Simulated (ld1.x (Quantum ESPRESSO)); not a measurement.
Before and after: TM potential for scandium

ld1.x (Quantum ESPRESSO) 7.5 input, shortened:

```
&input
   title='Sc', zed=21., rel=1, dft='WC', iswitch=3,
   config='[Ar] 3d1.5 4s1.5 4p0'
 /
 &inputp
   pseudotype=2, tm=.true., lloc=0,
   nlcc=.true., new_core_ps=.true., rcore=1.85
 /
3
4P  2  1   0.00   0.00  3.10  3.10  0.0
3D  3  2   1.50   0.00  2.35  2.35  0.0
4S  1  0   1.50   0.00  2.20  2.20  0.0
 &test
   configts(1)='3d1.5 4s1.5 4p0'
 /
```

All-electron outer shells of the reference configuration (Wu–Cohen, scalar-relativistic, ld1.x):

```csv
shell,level (eV),outermost node (bohr),outermost maximum (bohr)
3s,-53.17,0.42,0.93
3p,-31.94,0.39,0.97
4s,-3.81,1.34,3.22
3d,-2.09,–,1.13
4p,-1.25,1.51,4.18
```

Change: functional LDA (PZ).

Cutoffs: the cutoffs (Ry, on a coarse ladder) from which the occupation-weighted sum of valence levels, in a spherical-Bessel basis at the reference potential, stays within 10 and 1 mRy of its value at 400 Ry; they do not see the model core or the augmentation charge, which bear on the density cutoff. Errors are all-electron minus pseudo energies relative to the spin-unpolarised reference configuration.

Q: What does the change do?

A: The potential gets neither clearly harder nor softer (35 Ry and 45 Ry → 35 Ry and 45 Ry); the d channel sets the loose cutoff, while the largest relative change is in s, which becomes harder; the number of tests with a reliable result goes from 7 to 9; of the 7 tests that both files solve, the error grows in 1 and shrinks in 0 by more than 15 % and 0.3 meV (median size 50.0 → 47.2 meV); neither file shows a bound ghost.

```tsv
quantity	base	changed
cutoff, loose	35 Ry	35 Ry
cutoff, tight	45 Ry	45 Ry
loose cutoff by channel (10 mRy a level)	d 35 Ry, s 10 Ry	d 35 Ry, s 12 Ry
bound ghosts	none	none
error for 3d1 4s2 4p0, meV [ΔE -0.68 → -0.65 eV]	-20	-18
error for 3d1 4s1 4p0, meV [ΔE 6.23 → 6.42 eV]	-20	-21
error for 3d1 4s0 4p0, meV [ΔE 18.81 → 19.38 eV]	-123	-124
error for 3d1 4s1 4p1, meV [ΔE 2.13 → 2.19 eV]	-51	-47
error for 3d2 4s1 4p0, meV [ΔE 0.99 → 0.97 eV]	-18	-17
error for 3d1 4s0 4p1, meV [ΔE 9.64 → 9.92 eV]	-105	-103
error for 3d0 4s2 4p0, meV [ΔE 7.74 → 7.96 eV]	+50	+79
s: phases at 3.36 bohr within 0.05 rad from the reference energy up to (Ry; the scan ends near 5)	0.6	0.6
p: phases at 3.36 bohr within 0.05 rad from the reference energy up to (Ry; the scan ends near 5)	2.7	2.7
d: phases at 3.36 bohr within 0.05 rad from the reference energy up to (Ry; the scan ends near 5)	0.5	0.5
```
